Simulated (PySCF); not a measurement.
**C₆ coefficients of unlike pairs at PBE0**

Calculated with PySCF 2.14 from the dipole response of each species, C₆(A,B) = (3/π) ∫ α_A(iu) α_B(iu) du, in atomic units, from isotropic polarisabilities. For ions this is the dispersion term alone; charge-induced terms of lower order in 1/R come first.

| species | configuration | basis | relativity | α (bohr³) | C₆ (like pair) |
| --- | --- | --- | --- | --- | --- |
| Li | [He] 2s1 (2S) | aug-cc-pCVTZ-DK with one added diffuse shell each of s, p, d, f type (8s7p5d3f) | spin-free X2C | 146.6 | 1183 |
| Nb³⁺ | [Kr] 4d2 (3F) | aug-cc-pwCVTZ-DK (11s10p8d4f3g) | spin-free X2C | 5.870 | 25.42 |
| Ne²⁺ | [He] 2s2 2p4 (3P) | x2c-TZVPPall with one added diffuse shell each of s, p, d type (6s4p3d1f) | spin-free X2C | 0.8506 | 1.070 |

Problem. Estimate C₆ for Nb³⁺ with Li.

Solution. The integral gives 89.27. The combination rule 2 C_A C_B / (C_A α_B/α_A + C_B α_A/α_B) gives 88.15 and the geometric mean 173.4.

No spin-orbit coupling is included.

The other pairs:

| pair | C₆ |
| --- | --- |
| Ne²⁺, Nb³⁺ | 4.999 |
| Ne²⁺, Li | 13.63 |
